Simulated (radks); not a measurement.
The numbers below are computed, except where a source is named.
These are the eigenvalues of the occupied orbitals of an atom or ion with whole-number occupations (eV). Level of theory: scalar-relativistic Kohn-Sham, r2SCAN, spin-polarised, spherical densities, finite nucleus; meta-GGA in the generalised Kohn-Sham scheme; Fermi nuclear charge, rms radius of each element as measured or else 0.836 A^(1/3) + 0.57 fm (a radial shooting solver on a logarithmic mesh with Libxc functionals).

orbital  eigenvalue
1s up     -21904.74
1s down   -21893.76
2s up     -4670.930
2s down   -4656.116
2p up     -4404.403
2p down   -4384.918

Which element is it, and in what charge state? The configuration may be excited. Open shells, if any, are filled with parallel spins first.

Answer. Z = 42, molybdenum, charge +33: Mo33+ in [He] 2s2 2p5. The list shows which subshells hold electrons but not how many an open one holds; the 1s level, -804.98 hartree, gives Z - s = 40.1 by -(Z - s)^2/2, which with screening and relativity narrows Z to a few neighbours, and the depths of the outer levels then fix element, charge and occupations together.
